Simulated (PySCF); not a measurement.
A geometry optimisation on `C#[C][GeH2][BH2]`.

Computed with PBE0-D3(BJ)/def2-SVP geometry optimisation, gas phase (PySCF 2.14.0). Start geometry: GFN2-xTB. A driver script takes a list of jobs; this job's settings line and coordinates (Å) are shown.

Input:
```
{"job": {"xc": "PBE0", "basis": "def2-SVP", "d3": "d3bj", "grid": 1, "maxiter": 30, "shake": 0.01, "kind": "geom"}, "charge": 0, "multiplicity": 1}
B     -1.551150     1.021130     0.114630
Ge    -0.550010    -0.663120    -0.120720
C      1.304180    -0.360730     0.082970
C      2.526710    -0.120850     0.244870
H     -1.342730     1.954580    -0.586660
H     -2.402520     1.170950     0.921030
H     -0.820800    -1.798750     0.824760
H     -0.625390    -1.292390    -1.483960
H      3.519510     0.072020     0.396590
```

Output:
```
step   0  E = -2180.20939863  max force = 0.118790
step   1  E = -2180.21942353  max force = 0.009944
step   2  E = -2180.22008127  max force = 0.004613
step   3  E = -2180.22021172  max force = 0.001904
step   4  E = -2180.22025403  max force = 0.001036
step   5  E = -2180.22029119  max force = 0.000963
step   6  E = -2180.22030942  max force = 0.000542
step   7  E = -2180.22031870  max force = 0.000392
optimisation converged
```

Energies in Eh; «max force» is the largest Cartesian gradient component in Eh/bohr.

**Question.** How much energy does the optimisation release, in kJ/mol?

**Answer.** E(step 0) − E(last step) = 0.010920 Eh, which is 28.7 kJ/mol.

Main results: final energy -2180.22032 Eh after 7 steps; dipole 0.63 D.

On one thread of an AMD EPYC 7B13, on a shared host, this took 25 s wall and 0.41 GiB of memory at its peak.
Labels such as C1 count atoms from 1, the log's own numbers from 0.
